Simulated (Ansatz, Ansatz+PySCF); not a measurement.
```
atom    x (Å)    y (Å)   z (Å)
   C   0.0000   1.4000  0.0000
   C   1.2124   0.7000  0.0000
   C   1.2124  -0.7000  0.0000
   C   0.0000  -1.4000  0.0000
   C  -1.2124  -0.7000  0.0000
   C  -1.2124   0.7000  0.0000
   C   2.4249   1.4000  0.0000
   C   3.6373   0.7000  0.0000
   C   3.6373  -0.7000  0.0000
   C   2.4249  -1.4000  0.0000
   H   0.0000  -2.4850  0.0000
   H  -2.1521  -1.2425  0.0000
   H   2.4249   2.4850  0.0000
   H   4.5769   1.2425  0.0000
   H   4.5769  -1.2425  0.0000
   H   2.4249  -2.4850  0.0000
```

Basis set: def2-SVP (spherical functions). Charge 0, multiplicity 1.

Computed with Ansatz (development build ahead of 0.2.0); each method stands on the lowest determinant of its kind that the runs found. Restricted functionals stand beside restricted open-shell atoms, which can lie above the unrestricted atoms usual in DFT and then raise those values.

The atomization energy at this shape (free ground-state atoms in the same class of orbitals less the molecule, no zero-point energy) of singlet C10H6:

```tsv
method	atomization energy
PBE0 (unrestricted)	86.67 eV
PBE0 (restricted)	86.72 eV
UHF	64.09 eV
RHF	62.29 eV
```

Problem. What does ωB97X (restricted) give?

Solution. 84.99 eV. Caution for PBE0 (unrestricted): the unrestricted determinant is spin contaminated. Caution for PBE0 (restricted), RHF: an unrestricted determinant lies well below. Caution for UHF: the unrestricted determinant is a mixture of spin states.

The shape needn't be a minimum at these levels.
